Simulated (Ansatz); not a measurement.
One change: `BO[SiH](N)[SiH3]` becomes `N[SiH]([SiH3])[SeH]`.

Ansatz, PBE0-D4/def2-TZVP geometries, multiplicity 1. Each molecule was computed in one conformer, which needn't be the lowest.

Scalar relativity is left out up to krypton.

```
                                        property  `BO[SiH](N)[SiH3]`
             LUMO energy (B3LYP/def2-TZVPP) / eV               -0.79
           HOMO energy (ωB97M-V/def2-TZVPP) / eV               -9.94
             HOMO energy (B3LYP/def2-TZVPP) / eV               -7.54
size of the dipole moment (B3LYP/def2-TZVPP) / D                1.70
  size of the dipole moment (PBE/def2-TZVPP) / D                1.85
            HOMO–LUMO gap (PBE0/def2-TZVPP) / eV                7.21
```

Question: What does the change do to each property? (An estimate is asked.)

Answer: Computed: 
```json
{"property": "LUMO energy (B3LYP/def2-TZVPP) / eV", "`N[SiH]([SiH3])[SeH]`": "-0.48", "shift": "0.31"}
{"property": "HOMO energy (ωB97M-V/def2-TZVPP) / eV", "`N[SiH]([SiH3])[SeH]`": "-8.89", "shift": "1.05"}
{"property": "HOMO energy (B3LYP/def2-TZVPP) / eV", "`N[SiH]([SiH3])[SeH]`": "-6.57", "shift": "0.97"}
{"property": "size of the dipole moment (B3LYP/def2-TZVPP) / D", "`N[SiH]([SiH3])[SeH]`": "1.85", "shift": "0.15"}
{"property": "size of the dipole moment (PBE/def2-TZVPP) / D", "`N[SiH]([SiH3])[SeH]`": "1.79", "shift": "-0.06"}
{"property": "HOMO–LUMO gap (PBE0/def2-TZVPP) / eV", "`N[SiH]([SiH3])[SeH]`": "6.49", "shift": "-0.72"}
```

With PBE0 the HOMO rises by 0.96 eV and the LUMO rises by 0.24 eV, so the gap narrows by about 0.72 eV. PBE moves the HOMO by 0.75 eV and ωB97M-V by 1.05 eV. Dipoles are sizes alone; their direction can turn.

B3LYP here is the variant with VWN-RPA as its local correlation; programs differ in this.

Spin–orbit coupling is left out; it splits and shifts lone-pair levels of the heavy atoms by tenths of an eV.
